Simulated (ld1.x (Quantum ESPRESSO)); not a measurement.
# What one change does to a pseudopotential (rubidium (Rb), RRKJ)

```json
{
 "Element": "Rb",
 "Generator": "ld1.x (Quantum ESPRESSO) 7.5",
 "Type": "norm-conserving RRKJ (Kleinman–Bylander form)",
 "Functional": "PBE",
 "Relativity": "scalar-relativistic",
 "Frozen core": "[Ar] 3d10 4s2",
 "Valence charge": "7",
 "Reference configuration": "4p6 5s1 5p0",
 "Partial waves": "4p (bound): rc 2.10 bohr; 4d channel at 0.35 Ry: rc 2.55 bohr; 5s (bound): rc 3.30 bohr",
 "Local potential": "the s channel",
 "Core correction": "Bessel-smoothed model core inside 1.30 bohr",
 "rho0": "0.01"
}
```

Change: wave 4p (bound): rc 2.10 bohr becomes 4p (bound): rc 3.00 bohr.

Cutoffs: the cutoffs (Ry, on a coarse ladder) from which the occupation-weighted sum of valence levels, in a spherical-Bessel basis at the reference potential, stays within 10 and 1 mRy of its value at 400 Ry; they do not see the model core or the augmentation charge, which bear on the density cutoff. Errors are all-electron minus pseudo energies relative to the spin-unpolarised reference configuration.

Task: Predict the effect on cutoff, ghosts and configuration errors.

Result: The potential gets softer (25 Ry and 35 Ry → 15 Ry and 15 Ry); of the 4 tests that both files solve, the error grows in 1 and shrinks in 0 by more than 15 % and 0.3 meV (median size 66.0 → 66.6 meV); neither file shows a bound ghost. A larger radius leaves more room for a smooth pseudo-wave, so fewer plane waves are needed.

| quantity | base | changed |
| --- | --- | --- |
| cutoff, loose | 25 Ry | 15 Ry |
| cutoff, tight | 35 Ry | 15 Ry |
| bound ghosts | none | none |
| error for 4p6 5s0 5p0, meV [ΔE 4.15 eV] | -1.4 | -1.7 |
| error for 4p6 5s0.5 5p0, meV [ΔE 1.58 eV] | +0.2 | +0.2 |
| error for 4p6 5s0 5p1, meV [ΔE 1.52 eV] | -131 | -131 |
| error for 4p5 5s1 5p0, meV [ΔE 21.14 eV] | -189 | -180 |
| s: phases at 3.61 bohr within 0.05 rad from the reference energy up to (Ry; the scan ends near 5) | 0.5 | 0.5 |
| p: phases at 3.61 bohr within 0.05 rad from the reference energy up to (Ry; the scan ends near 5) | -0.3 | -0.3 |
| d: phases at 3.61 bohr within 0.05 rad from the reference energy up to (Ry; the scan ends near 5) | 1.1 | 1.1 |
